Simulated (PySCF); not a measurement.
Scandium: a sound run and one with changed settings

Sound run: Sc [Ar] 3d1 4s2, Sc⁺ [Ar] 3d1 4s1. All numbers are calculated (PySCF 2.14, the spin-free X2C one-electron Hamiltonian (Gaussian nucleus), in x2c-SVPall (5s3p3d1f, 36 functions)). In the sound run the correlated levels freeze [Ar]. The sound run starts from symmetry-adapted Hartree-Fock orbitals and uses a fine grid where one is needed.

Changed run: the non-relativistic Hamiltonian (point nucleus). This setting is unsound on purpose.

| species | method | sound run (hartree) | changed run (hartree) | converged |
| --- | --- | --- | --- | --- |
| Sc | UHF | -763.16220 | -758.86733 | yes |
| Sc | B3LYP | -764.08503 | -759.79003 | yes |
| Sc | M06-L | n/a | -759.71770 | no |
| Sc | MP2 | -763.18592 | -758.89090 | yes |
| Sc⁺ | UHF | -762.96354 | -758.67050 | yes |
| Sc⁺ | B3LYP | -763.84030 | -759.54759 | yes |
| Sc⁺ | M06-L | -763.76681 | -759.47357 | no |
| Sc⁺ | MP2 | -762.96520 | -758.67216 | yes |

Ionisation energy of Sc:

```tsv
method	sound run (eV)	changed run (eV)
UHF	5.406	5.356
B3LYP	6.660	6.597
MP2	6.006	5.952
SCS-MP2	6.123	6.068
```

Most of the change in total energy is the relativistic energy itself. On top of that the contraction fixes the core shape for the Hamiltonian it was made with, so the changed run is not a good calculation with the other Hamiltonian either.

For comparison, NIST gives 6.561 eV between the lowest levels.
